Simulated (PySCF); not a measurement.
## Assignment exercise: C8H10F2Si

Numbering as in the mapped SMILES `[F:1][CH:2]([F:3])[C:4]1=[CH:5][CH:6]=[CH:7][Si@H:8]1[CH:9]1[CH2:10][CH2:11]1`. Hydrogens are named by the atom that carries them. Ha(C10), Ha(C11) are cis to Si8 on the ring; Hb(C10), Hb(C11) are trans to Si8 on the ring.

All values are calculated (PySCF 2.14.0 with density-fitted response routines): NMR shieldings at PBE0/pcSseg-1/GIAO, GFN2-xTB geometry. No solvent, single conformer, no relativistic terms.

Scale: $^{13}$C (σ = 186.93 ppm), $^{1}$H (σ = 31.72 ppm) vs TMS (reference shieldings calculated alike).

Problem. Assign these signals to the numbered atoms. $^{13}$C{$^{1}$H} NMR (computed): δ 155.6 (CH), 152.2 (CH), 151.4 (C), 139.2 (CH), 122.7 (CH), 4.2 (CH2), 2.7 (CH2), -4.1 (CH).

Solution. 
| δ (ppm) | atoms | environment | reason |
| --- | --- | --- | --- |
| 155.6 | C6 | alkene CH | as expected for a trigonal carbon in a double bond |
| 152.2 | C5 | alkene CH | – |
| 151.4 | C4 | fully substituted alkene carbon | the olefinic region |
| 139.2 | C7 | alkene CH | an sp2 carbon of a C=C bond |
| 122.7 | C2 | allylic sp3 CH bonded to 2 F | 2 electronegative neighbours deshield it |
| 4.2 | C10 | three-membered-ring carbon | carbons of three-membered rings are unusually shielded |
| 2.7 | C11 | three-membered-ring carbon | – |
| -4.1 | C9 | three-membered-ring carbon | – |

C5 and C4; C10 and C11 lie closer than the usual error of such a calculation, so a measured spectrum could show them in the other order.

Problem. Assign these signals to the numbered atoms. $^{1}$H NMR (300 MHz, computed): δ 7.20 (m, 1H), 7.03 (m, 1H), 6.65 (m, 1H), 6.23 (m, 1H), 5.20 (m, 1H), 0.79 (m, 1H), 0.61 (m, 1H), 0.30 (m, 1H), 0.23 (m, 1H), 0.23 (m, 1H).

Solution. 
| δ (ppm) | atoms | environment | reason |
| --- | --- | --- | --- |
| 7.20 | H(C6) | hydrogen on an alkene CH | olefinic region |
| 7.03 | H(C5) | hydrogen on an alkene CH | – |
| 6.65 | H(C2) | hydrogen on an allylic sp3 CH bonded to 2 F | its carbon carries F, an electronegative neighbour |
| 6.23 | H(C7) | hydrogen on an alkene CH | a vinylic proton, deshielded by the sp2 carbon and the C=C anisotropy |
| 5.20 | H(Si8) | hydrogen on a silicon bonded to 3 C, in a 5-membered ring | – |
| 0.79 | Hb(C10) | hydrogen on a three-membered-ring carbon | cyclopropane-type protons are shielded by the ring |
| 0.61 | Hb(C11) | hydrogen on a three-membered-ring carbon | – |
| 0.30 | Ha(C10) | hydrogen on a three-membered-ring carbon | – |
| 0.23 | Ha(C11) | hydrogen on a three-membered-ring carbon | – |
| 0.23 | H(C9) | hydrogen on a three-membered-ring carbon | – |

Ha(C10) and Ha(C11); Ha(C11) and H(C9) lie closer than the usual error of such a calculation, so a measured spectrum could show them in the other order.

Splittings by $^{19}$F in the carbon and heteronuclear signals aren't shown, as no couplings were computed. Shifts are as computed. Against solution values, carbons near 30 ppm lie about +3 ppm off and those near 130 ppm about +5 ppm. Of 1211 compounds with measured shifts, 218 miss one by over three times the rms of a fit or turn the order of signals round; such compounds aren't used in these exercises. Multiplicities follow the n + 1 count of equivalent neighbours, as no J values were calculated; m marks all less simple cases, F and P coupling included.
